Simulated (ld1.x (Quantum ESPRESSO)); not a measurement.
**Logarithmic derivatives: neon (Ne), ultrasoft**

neon (Ne), ultrasoft, made with ld1.x (Quantum ESPRESSO) 7.5 (PBEsol, scalar-relativistic). Core [He], reference 2s2 2p5 (charge +1). Waves: 2s (bound): rcut 0.50, rcutus 0.70 bohr; 2s channel at -3.7 Ry: rcut 0.50, rcutus 0.70 bohr; 2p (bound): rcut 1.40, rcutus 1.80 bohr; 2p channel at -0.15 Ry: rcut 1.40, rcutus 1.80 bohr; 3d channel at 0.5 Ry: rcut 1.45, rcutus 1.75 bohr. Local part: all-electron potential smoothed inside 1.75 bohr (lloc = -1). Core correction: a·sin(br)/r model core, default radius (core density twice the valence density). Augmentation charge: PSQ, inside the norm-conserving radii.

The phase is arctan(r·u′/u) with u = r·R(r), unwrapped; energies in Ry, scanned from -6 to 5 Ry. A pole is an energy at which the radial function vanishes at the test radius. The pseudo phase is shifted by a multiple of π to meet the all-electron one at the reference energy, and phase errors are pseudo minus all-electron; the curves can meet again beyond the range given. Levels narrower than the energy grid can be missing from the lists of poles.

**Question.** For each channel, where are the poles, and over which energies does the pseudopotential scatter like the atom?

**Answer.**

| channel | radius (bohr) | reference energy (Ry) | poles, all-electron | poles, pseudo | unbroken range about the reference energy with phases within 0.05 rad | phase error 1 Ry above the reference energy (rad) |
| --- | --- | --- | --- | --- | --- | --- |
| s | 1.95 | -4.07 | -3.88 | -3.88 | the whole range | -0.000 |
| p | 1.95 | -2.37 | -2.10 | -2.10 | the whole range | -0.000 |
| d | 1.95 | 0.50 | 4.78 | 4.87 | the whole range | +0.002 |

Phases in the d channel:

```json
{"E (Ry)": "-6.00", "all-electron": "1.367", "pseudo": "1.367"}
{"E (Ry)": "-5.74", "all-electron": "1.363", "pseudo": "1.363"}
{"E (Ry)": "-5.48", "all-electron": "1.359", "pseudo": "1.359"}
{"E (Ry)": "-5.22", "all-electron": "1.354", "pseudo": "1.354"}
{"E (Ry)": "-4.96", "all-electron": "1.349", "pseudo": "1.349"}
{"E (Ry)": "-4.70", "all-electron": "1.343", "pseudo": "1.343"}
{"E (Ry)": "-4.44", "all-electron": "1.337", "pseudo": "1.337"}
{"E (Ry)": "-4.18", "all-electron": "1.331", "pseudo": "1.331"}
{"E (Ry)": "-3.92", "all-electron": "1.324", "pseudo": "1.324"}
{"E (Ry)": "-3.66", "all-electron": "1.317", "pseudo": "1.317"}
{"E (Ry)": "-3.40", "all-electron": "1.308", "pseudo": "1.309"}
{"E (Ry)": "-3.14", "all-electron": "1.300", "pseudo": "1.300"}
{"E (Ry)": "-2.88", "all-electron": "1.290", "pseudo": "1.290"}
{"E (Ry)": "-2.62", "all-electron": "1.279", "pseudo": "1.279"}
{"E (Ry)": "-2.36", "all-electron": "1.267", "pseudo": "1.267"}
{"E (Ry)": "-2.10", "all-electron": "1.253", "pseudo": "1.253"}
{"E (Ry)": "-1.84", "all-electron": "1.237", "pseudo": "1.237"}
{"E (Ry)": "-1.58", "all-electron": "1.219", "pseudo": "1.219"}
{"E (Ry)": "-1.32", "all-electron": "1.198", "pseudo": "1.199"}
{"E (Ry)": "-1.06", "all-electron": "1.174", "pseudo": "1.174"}
{"E (Ry)": "-0.80", "all-electron": "1.145", "pseudo": "1.145"}
{"E (Ry)": "-0.54", "all-electron": "1.110", "pseudo": "1.110"}
{"E (Ry)": "-0.28", "all-electron": "1.066", "pseudo": "1.066"}
{"E (Ry)": "-0.02", "all-electron": "1.010", "pseudo": "1.010"}
{"E (Ry)": "0.24", "all-electron": "0.938", "pseudo": "0.938"}
{"E (Ry)": "0.50", "all-electron": "0.839", "pseudo": "0.839"}
{"E (Ry)": "0.76", "all-electron": "0.701", "pseudo": "0.701"}
{"E (Ry)": "1.02", "all-electron": "0.504", "pseudo": "0.504"}
{"E (Ry)": "1.28", "all-electron": "0.225", "pseudo": "0.226"}
{"E (Ry)": "1.54", "all-electron": "-0.130", "pseudo": "-0.128"}
{"E (Ry)": "1.80", "all-electron": "-0.491", "pseudo": "-0.488"}
{"E (Ry)": "2.06", "all-electron": "-0.784", "pseudo": "-0.780"}
{"E (Ry)": "2.32", "all-electron": "-0.993", "pseudo": "-0.989"}
{"E (Ry)": "2.58", "all-electron": "-1.139", "pseudo": "-1.135"}
{"E (Ry)": "2.84", "all-electron": "-1.244", "pseudo": "-1.240"}
{"E (Ry)": "3.10", "all-electron": "-1.322", "pseudo": "-1.318"}
{"E (Ry)": "3.36", "all-electron": "-1.382", "pseudo": "-1.378"}
{"E (Ry)": "3.62", "all-electron": "-1.430", "pseudo": "-1.425"}
{"E (Ry)": "3.88", "all-electron": "-1.470", "pseudo": "-1.465"}
{"E (Ry)": "4.14", "all-electron": "-1.504", "pseudo": "-1.498"}
{"E (Ry)": "4.40", "all-electron": "-1.533", "pseudo": "-1.527"}
{"E (Ry)": "4.66", "all-electron": "-1.559", "pseudo": "-1.552"}
{"E (Ry)": "4.92", "all-electron": "-1.583", "pseudo": "-1.575"}
```
